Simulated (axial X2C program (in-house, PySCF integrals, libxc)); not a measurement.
# Basis sets for MgAs

Calculated with an in-house relativistic program for diatomic molecules, spin-free (one-electron X2C) or two-component (2c: spin–orbit coupling with atomic mean-field Coulomb and Gaunt terms, which also bring small scalar terms), in Dyall basis sets with cores contracted in-house; open shells are unrestricted.

```json
{"Hamiltonian": "spin-free", "level": "HF", "Dyall basis": "As cv3z, Mg cv3z", "state": "M_S = 3/2, Λ = 0", "Re (Å)": "2.650", "ωe (cm⁻¹)": "237.6", "De (eV)": "0.19"}
{"Hamiltonian": "spin-free", "level": "PBE0", "Dyall basis": "As cv3z, Mg cv3z", "state": "M_S = 3/2, Λ = 0", "Re (Å)": "2.639", "ωe (cm⁻¹)": "246.0", "De (eV)": "0.74"}
{"Hamiltonian": "2c", "level": "HF", "Dyall basis": "As cv3z, Mg cv3z", "state": "Ω = 3/2", "Re (Å)": "2.650", "ωe (cm⁻¹)": "237.3", "De (eV)": "0.19"}
```

In the other basis sets:

| Hamiltonian | level | Dyall basis | state | Re (Å) | ωe (cm⁻¹) | De (eV) |
| --- | --- | --- | --- | --- | --- | --- |
| spin-free | HF | As v4z, Mg v4z | M_S = 3/2, Λ = 0 | 2.648 | 238.6 | 0.19 |
| spin-free | PBE0 | As v4z, Mg v4z | M_S = 3/2, Λ = 0 | 2.638 | 246.1 | 0.74 |
| 2c | HF | As v4z, Mg v4z | Ω = 3/2 | 2.647 | 238.3 | 0.19 |

Q: How far does the basis move Re and ωe?

A: HF spin-free, As cv3z, Mg cv3z to As v4z, Mg v4z: ΔRe -0.002 Å, Δωe 1.0 cm⁻¹; PBE0 spin-free, As cv3z, Mg cv3z to As v4z, Mg v4z: ΔRe -0.001 Å, Δωe 0.1 cm⁻¹; HF 2c, As cv3z, Mg cv3z to As v4z, Mg v4z: ΔRe -0.003 Å, Δωe 1.0 cm⁻¹.

Each entry is the lowest single determinant of a limited PBE0 search at one distance. De goes to single-determinant-based atoms at the same level (for ions the charge split of lowest energy) and is withheld (n/a) where an atom does not fit its ground term or J level. Main or longest-lived isotopes. One determinant is a doubtful description, or other states lie close, for MgAs; these need not be ground states, and all values refer to the states named. With several unpaired electrons the Ω given is that of one determinant, not necessarily of the lowest component.
